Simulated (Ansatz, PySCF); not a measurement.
This PySCF input computes a CCSD(T)/cc-pVDZ energy:

```python
from pyscf import gto, scf, mp, cc as ccmod

mol = gto.M(
    atom='''
    O     0.84597041   -0.68243539   -0.03783429
    N     0.21645173    0.40634314   -0.02885563
    O    -1.03536567    0.32688515    0.06308297
    ''',
    basis='cc-pvdz',
    charge=-1,
    spin=0,
    verbose=4,
)

mf = scf.RHF(mol)
mf.conv_tol = 1e-10
mf.max_cycle = 100
mf.kernel()
mp2 = mp.MP2(mf, frozen=3).run()
cc = ccmod.CCSD(mf, frozen=3)
cc.max_cycle = 100
cc.kernel()
et = cc.ccsd_t()
print(f'E(CCSD(T)) = {cc.e_tot + et:.9f}')
```

Problem. Write an input for the same energy in Ansatz (a first-principles code) and say what it gives.

Solution. 
Ansatz 0.2 input:
```yaml
crystal:
  periodic: [false, false, false]
  atoms:
    - {symbol: O, position_ang: [0.84597041, -0.68243539, -0.03783429]}
    - {symbol: N, position_ang: [0.21645173, 0.40634314, -0.02885563]}
    - {symbol: O, position_ang: [-1.03536567, 0.32688515, 0.06308297]}
basis:
  gaussian:
    orbitals: cc-pVDZ
total_charge: -1
magnetization: {spin_polarized: false}
correlation: {method: ccsd_t, electrons: outside_noble_gas}
```
It gives -204.63438 Eh, and PySCF -204.63438 Eh, a difference of 0.00 mEh.

It need not be the lowest isomer of its formula. Whether it binds its extra electron was not tested at this geometry.
